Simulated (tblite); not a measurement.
Compound: C5H6F3N (charge +1 and doublet state).
SMILES with atom numbers: `[F:1][C:2]([F:3])([F:4])[C@H:5]1[CH:6]=[CH:7][CH2:8][NH+:9]1` (hydrogens: H10 on C5; H11 on C6; H12 on C7; H13, H14 on C8; H15 on N9)

Computed geometry: GFN2-xTB, gas phase. This method treats the open shell by occupation alone, without spin polarisation.

(1) What internal coordinates does the optimisation give?

## Answers

(1) 
```csv
bond,length (bohr),order
F1–C2,2.506,single
"C2–F3, C2–F4",2.494,single
C2–C5,3.000,single
C5–C6,2.816,single
C6=C7,2.538,double
C7–C8,2.796,single
C8–N9,2.669,single
C5–N9,2.669,single
C5–H10,2.085,single
C6–H11,2.031,single
C7–H12,2.031,single
C8–H13,2.087,single
C8–H14,2.091,single
N9–H15,1.908,single
```

Bonds in one row agree within 0.02 bohr and their mean is given. Orders are formal, as drawn. A selection of angles:
```csv
angle,degrees
F1–C2–F3,108.3
F1–C2–F4,109.4
F1–C2–C5,109.5
C2–C5–C6,110.6
C2–C5–N9,110.9
C2–C5–H10,103.7
C6–C5–N9,104.3
C6–C5–H10,114.3
N9–C5–H10,113.2
C5–C6–C7,109.3
C5–C6–H11,122.6
C7–C6–H11,128.0
C6–C7–C8,109.9
C6–C7–H12,126.9
C8–C7–H12,123.2
C7–C8–N9,104.4
C7–C8–H13,112.8
C7–C8–H14,112.2
N9–C8–H13,111.8
N9–C8–H14,112.4
H13–C8–H14,103.4
C8–N9–H15,124.1
C5–N9–C8,111.9
C5–N9–H15,123.6
```

Torsions: F1–C2–C5–C6 -59° (synclinal); C2–C5–C6–C7 116° (anticlinal); C5–C6–C7–C8 1° (synperiplanar); C6–C7–C8–N9 2° (synperiplanar); C7–C8–N9–C5 -4° (synperiplanar); C2–C5–N9–C8 -114° (anticlinal).

C6 (carbon bonded to 2 C and H) is planar (angles 128.0°, 122.6° and 109.3°, sum 360.0°, 0.01 Å off the plane of its three neighbours). Of the pairs four or more bonds apart, F3···H15 is among the closest relative to their van der Waals radii: 2.75 Å, 103 % of the sum of Bondi's values. N9 (nitrogen bonded to 2 C and H) is planar (angles 124.1°, 123.6° and 111.9°, sum 359.6°, 0.05 Å off the plane of its three neighbours). The C–C distances run from 1.343 Å (C6=C7, drawn double) to 1.587 Å (C2–C5, drawn single), a spread of 0.244 Å. The 5-membered ring C5–C6–C7–C8–N9 has internal angles of 104.3° to 111.9°; it is almost planar, 0.02 Å rms from its mean plane, widest ring torsion 5°. C7 (carbon bonded to 2 C and H) is planar (angles 126.9°, 123.2° and 109.9°, sum 360.0°, 0.00 Å off the plane of its three neighbours).

Point group: C1 (no symmetry element, even within 0.4 Å). Its GFN2-xTB frequencies are all real (lowest 57 cm⁻¹).

The run took 0.27 s on Arm Neoverse V2, one thread, shared host. That covers the optimisation of the geometry.
